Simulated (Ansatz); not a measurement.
Mulliken charges of Cl₂FHSeTi (`[F][Ti]([Cl])([Cl])[SeH]`) from ωB97M-V/def2-TZVPP in Ansatz (PBE0-D4/def2-TZVP geometry).

```tsv
atom	x (Å)	y (Å)	z (Å)	charge (e)
F1	0.736	-0.784	1.901	-0.335
Ti2	0.111	-0.470	0.317	0.613
Cl3	1.344	-1.354	-1.242	-0.154
Cl4	-1.942	-1.154	0.093	-0.154
Se5	0.177	1.916	0.121	-0.057
H6	-0.383	1.782	-1.236	0.087
```

Q: By hand: the dipole of these point charges (1 e Å = 4.8032 D).

A: Σ q r = (-0.130, 0.407, -0.380) e Å, of length 0.572 e Å = 2.75 D.

Q: How does the dipole of the full density compare? (Best estimate.)

A: The calculation gave: (-0.040, 0.152, -0.121) e Å, 0.95 D; the point charges give 2.89 times that, at 5° from its direction.

Point charges leave out the atoms' own dipoles, such as those of lone pairs, and Mulliken's split depends on the basis, so the two needn't agree.
